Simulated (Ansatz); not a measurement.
Two isomers of C2H6AlNO: A = `O/C=N/[CH2][AlH2]`, B = `C[O][Al]1[CH2][NH]1`.

Computed with Ansatz on PBE0-D4/def2-TZVP structures; ΔE is electronic, products minus reactants. CCSD(T)/CBS adds triple-zeta CCSD(T) − MP2 to the extrapolated MP2 energy (def2 sets, frozen cores). DFT in def2-TZVPP. B3LYP here is the variant with VWN-RPA as its local correlation; programs differ in this. One conformer a species, not always the lowest.

(1) Which is lower in electronic energy at CCSD(T)/CBS, and by how much? (Best estimate.)

(2) Give E(B) − E(A) in kcal/mol with ωB97M-V, r2SCAN-D4, B2PLYP, HF/def2-TZVPP, B3LYP, CCSD/def2-TZVPP, PBE-D4. (An estimate is asked.)

Largest T1 diagnostic: 0.013.

## Answers

(1) Ansatz gave: B, by 24.6 kcal/mol.

(2) Ansatz gave: ωB97M-V -22.6, r2SCAN-D4 -23.0, B2PLYP -23.3, HF/def2-TZVPP -19.2, B3LYP -21.6, CCSD/def2-TZVPP -23.7, PBE-D4 -19.3. None reverses the order clearly.

In def2-TZVPP, CCSD(T) changes the Hartree–Fock value by −3.8 kcal/mol (the triples alone add +0.6 kcal/mol) and MP2 by −6.7 kcal/mol. From PBE to PBE0 (25 % exact exchange), in def2-TZVPP and without D4, E(B) − E(A) moves by −2.0 kcal/mol.
